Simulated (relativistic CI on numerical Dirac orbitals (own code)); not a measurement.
**Cubic crystal-field splitting of Lu⁴⁺ by operator equivalents**

Problem. Lu⁴⁺ (4f13) sits in a cubic field with the Wybourne parameters B⁴₀ = 3100 and B⁶₀ = 740 cm⁻¹. Find the levels of its ground J multiplet, neglecting the mixing with the other J.

Working.
1. One f hole has the ground level ²F7/2 with g_J = 8/7 and the Stevens factors β = −2/1155 and γ = 4/27027.
2. Stevens form: B₄ = β B⁴₀/8 = -0.6710 and B₆ = γ B⁶₀/16 = 0.00685 cm⁻¹, in H = B₄(O₄⁰ + 5O₄⁴) + B₆(O₆⁰ − 21O₆⁴).
3. For J = 7/2 the eigenvalues are E(Γ6) = 840B₄ − 25200B₆ = -736.1, E(Γ7) = −1080B₄ − 15120B₆ = 621.2 and E(Γ8) = 120B₄ + 20160B₆ = 57.5 cm⁻¹.
4. Order and energies above the lowest: Γ6 0.0, Γ8 793.6, Γ7 1357.3 cm⁻¹. A Γ6 ground doublet has the isotropic |g| = 2.667.

Check. Diagonalising spin-orbit coupling (free-ion gap 11539 cm⁻¹, from a Dirac-Coulomb-Breit calculation) and field together in all 14 states gives Γ6 0.0, Γ8 762.4, Γ7 1356.3 cm⁻¹, with |g| = 2.667. The other multiplet starts at 12011 cm⁻¹; the differences from the hand values come from J mixing and grow with the ratio of the field to that gap.
